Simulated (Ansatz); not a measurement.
One change: `[NH2][Al]([F])[TeH]` becomes `NB(F)[TeH]`.

Ansatz, PBE0-D4/def2-TZVP geometries, multiplicity 1. Each molecule was computed in one conformer, which needn't be the lowest.

Elements past krypton have def2 core potentials.

```csv
property,`[NH2][Al]([F])[TeH]`
"ideal-gas entropy at 298 K and 1 bar (rigid rotor, harmonic PBE0-D4/def2-TZVP) / J/(mol·K)",356
HOMO energy (PBE0/def2-TZVPP) / eV,-6.77
HOMO energy (PBE/def2-TZVPP) / eV,-5.72
LUMO energy (ωB97M-V/def2-TZVPP) / eV,0.95
HOMO–LUMO gap (PBE0/def2-TZVPP) / eV,6.03
HOMO–LUMO gap (PBE/def2-TZVPP) / eV,4.17
```

(1) Give the same properties after the change, and the shifts. (Estimate.)

## Answers

(1) Ansatz gave: 
```
                                                                                  property  `NB(F)[TeH]`  shift
ideal-gas entropy at 298 K and 1 bar (rigid rotor, harmonic PBE0-D4/def2-TZVP) / J/(mol·K)           323    -33
                                                        HOMO energy (PBE0/def2-TZVPP) / eV         -6.44   0.33
                                                         HOMO energy (PBE/def2-TZVPP) / eV         -5.39   0.33
                                                     LUMO energy (ωB97M-V/def2-TZVPP) / eV          1.43   0.48
                                                      HOMO–LUMO gap (PBE0/def2-TZVPP) / eV          6.07   0.04
                                                       HOMO–LUMO gap (PBE/def2-TZVPP) / eV          4.20   0.03
```

Spin–orbit coupling is left out; it splits and shifts lone-pair levels of the heavy atoms by tenths of an eV.
